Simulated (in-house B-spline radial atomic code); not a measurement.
Spin-orbit splittings of orbital energies (j = l + 1/2 less j = l - 1/2) and ratios of mean radii (lower j over upper j) along the 23-electron series, configuration [Ar] 3d5. Computed with a radial B-spline atomic code at the basis-set limit: Dirac-Hartree-Fock, average of the configuration, finite nuclei.

| ion | Z | splitting of 3p (eV) | radius ratio of 3p | splitting of 3d (eV) | radius ratio of 3d | splitting of 2p (eV) | radius ratio of 2p |
| --- | --- | --- | --- | --- | --- | --- | --- |
| Sr15+ | 38 | 12.731 | 0.98317 | 2.3639 | 0.99449 | 69.216 | 0.97308 |
| Zr17+ | 40 | 16.511 | 0.98154 | 3.1764 | 0.9939 | 86.899 | 0.97012 |
| Nb18+ | 41 | 18.695 | 0.98069 | 3.6519 | 0.99358 | 96.952 | 0.96857 |
| Mo19+ | 42 | 21.092 | 0.97981 | 4.178 | 0.99326 | 107.88 | 0.96699 |
| Tc20+ | 43 | 23.716 | 0.9789 | 4.7581 | 0.99292 | 119.74 | 0.96536 |
| Ru21+ | 44 | 26.584 | 0.97797 | 5.3959 | 0.99258 | 132.58 | 0.96369 |
| Rh22+ | 45 | 29.71 | 0.977 | 6.0949 | 0.99222 | 146.46 | 0.96198 |
| Pd23+ | 46 | 33.111 | 0.97601 | 6.859 | 0.99186 | 161.45 | 0.96022 |
| Ag24+ | 47 | 36.803 | 0.975 | 7.6921 | 0.99148 | 177.61 | 0.95841 |
| Cd25+ | 48 | 40.805 | 0.97395 | 8.5982 | 0.9911 | 195 | 0.95656 |
| In26+ | 49 | 45.134 | 0.97288 | 9.5816 | 0.9907 | 213.68 | 0.95467 |
| Sn27+ | 50 | 49.81 | 0.97178 | 10.646 | 0.9903 | 233.74 | 0.95273 |
| Sb28+ | 51 | 54.852 | 0.97065 | 11.797 | 0.98988 | 255.24 | 0.95074 |
| Te29+ | 52 | 60.281 | 0.96949 | 13.039 | 0.98946 | 278.27 | 0.94871 |
| I30+ | 53 | 66.119 | 0.96831 | 14.375 | 0.98902 | 302.89 | 0.94663 |
| Xe31+ | 54 | 72.389 | 0.96709 | 15.811 | 0.98858 | 329.19 | 0.9445 |
| Cs32+ | 55 | 79.113 | 0.96585 | 17.352 | 0.98812 | 357.27 | 0.94232 |
| Ba33+ | 56 | 86.316 | 0.96457 | 19.004 | 0.98766 | 387.2 | 0.9401 |
| La34+ | 57 | 94.023 | 0.96326 | 20.77 | 0.98718 | 419.08 | 0.93782 |
| Ce35+ | 58 | 102.26 | 0.96193 | 22.656 | 0.9867 | 453 | 0.93549 |
| Pr36+ | 59 | 111.06 | 0.96056 | 24.669 | 0.98621 | 489.08 | 0.93311 |
| Nd37+ | 60 | 120.44 | 0.95916 | 26.813 | 0.9857 | 527.4 | 0.93068 |
| Pm38+ | 61 | 130.44 | 0.95772 | 29.094 | 0.98519 | 568.09 | 0.9282 |
| Sm39+ | 62 | 141.08 | 0.95626 | 31.518 | 0.98466 | 611.24 | 0.92567 |
| Eu40+ | 63 | 152.4 | 0.95476 | 34.091 | 0.98413 | 656.99 | 0.92308 |
| Gd41+ | 64 | 164.44 | 0.95322 | 36.82 | 0.98359 | 705.45 | 0.92043 |

(1) With what power of Z does the column «splitting of 3d (eV)» change over this range?

## Answers

(1) A fit of the logarithm of its size against log Z from Z = 38 to 64 has slope 5.22. An unscreened hydrogenic electron would give 4 at low Z; screening makes the apparent power larger near the neutral end, and relativity raises it again at high Z.
